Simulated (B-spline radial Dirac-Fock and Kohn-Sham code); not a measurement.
**Binding energies of Bi⁵⁺ at several levels of theory**

System: the Bi⁵⁺ ion in the configuration [Xe] 4f14 5d10.

The density-functional columns are spherical, spin-unpolarised Dirac-Kohn-Sham results without Breit or QED terms: −ε is minus the orbital energy of the initial state and ΔSCF the difference of two total energies. The reference in the last column comes from ΔSCF Dirac-Fock with Breit, self-energy and vacuum polarisation, finite nucleus, configuration average. All numbers are from a radial B-spline solver, in eV; a selection of levels is shown. The Kohn-Sham columns are given as differences from the reference. For the 1s level of heavy atoms much of the gap between ΔSCF and the reference is the Breit and QED part, -514.8 eV here; for other levels the error of the functional can be larger.

| level | LDA −ε − DF | LDA ΔSCF − DF | PBE −ε − DF | PBE ΔSCF − DF | Dirac-Fock |
| --- | --- | --- | --- | --- | --- |
| K | -151.3 | +505.4 | -81.4 | +577.7 | 90588.5 |
| L1 | -176.7 | -51.8 | -166.1 | -41.6 | 16459.8 |
| L2 | -118.3 | +43.3 | -113.3 | +48.2 | 15777.8 |
| L3 | -142.2 | -9.2 | -139.7 | -6.9 | 13484.7 |
| M1 | -101.0 | -62.2 | -98.3 | -59.6 | 4072.7 |
| M2 | -80.3 | -38.6 | -79.3 | -37.7 | 3767.7 |
| M3 | -80.3 | -43.1 | -80.0 | -42.9 | 3249.0 |
| M4 | -57.2 | -12.8 | -57.6 | -13.2 | 2755.1 |
| M5 | -59.2 | -16.4 | -59.6 | -16.8 | 2647.0 |
| N1 | -58.1 | -39.2 | -56.9 | -38.0 | 1011.4 |
| N2 | -49.2 | -30.3 | -48.7 | -29.8 | 878.6 |
| N3 | -48.6 | -30.8 | -48.0 | -30.2 | 749.8 |
| N4 | -35.4 | -17.7 | -35.5 | -17.8 | 533.7 |
| N5 | -35.3 | -17.9 | -35.3 | -18.0 | 509.7 |
| N6 | -16.0 | +1.2 | -16.6 | +0.6 | 226.8 |
| N7 | -16.2 | +0.8 | -16.8 | +0.2 | 221.5 |
| O1 | -20.2 | -9.2 | -20.6 | -9.6 | 232.5 |
| O2 | -15.9 | -5.3 | -16.4 | -5.8 | 184.9 |
| O3 | -16.2 | -6.3 | -16.4 | -6.5 | 160.2 |
| O4 | -7.1 | +1.7 | -7.4 | +1.4 | 89.92 |
| O5 | -7.2 | +1.4 | -7.5 | +1.2 | 86.79 |

For the outermost level NIST gives 88.4 ± 0.7 eV (semi-empirical); the differences from it are LDA −ε -8.81, LDA ΔSCF -0.16, PBE −ε -9.07, PBE ΔSCF -0.42, Dirac-Fock -1.61 eV.

Values without a named source are computed, but for edge energies of neutral atoms, which are taken from tables.
